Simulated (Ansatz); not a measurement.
Cartesian coordinates in Å:
```
C -0.095 1.926 0.515
S 1.264 0.749 0.524
C 0.518 -0.677 -0.059
N 1.111 -1.816 -0.230
B -0.126 -2.388 -0.699
S -1.215 -0.854 -0.541
H -0.476 2.067 -0.495
H -0.890 1.604 1.185
H 0.324 2.865 0.877
H -0.416 -3.477 -1.077
```

Charge 0, multiplicity 1.

List the CAM-B3LYP/def2-TZVPP orbital energies in eV (Ansatz). (Best estimate.)

Ansatz gave: Occupied: -2421.04, -2419.96, -391.02, -282.41, -280.18, -219.05, -218.01, -187.08, -163.64, -163.53, -163.43, -162.60, -162.49, -162.39, -28.46, -24.89, -22.24, -21.27, -17.06, -14.91, -14.53, -14.47, -13.88, -13.05, -12.90, -11.91, -10.30, -9.27, -9.07, -8.39. Lowest empty: -1.04, 0.62, 1.47, 1.95, 2.35, 2.91, 2.97, 3.21.
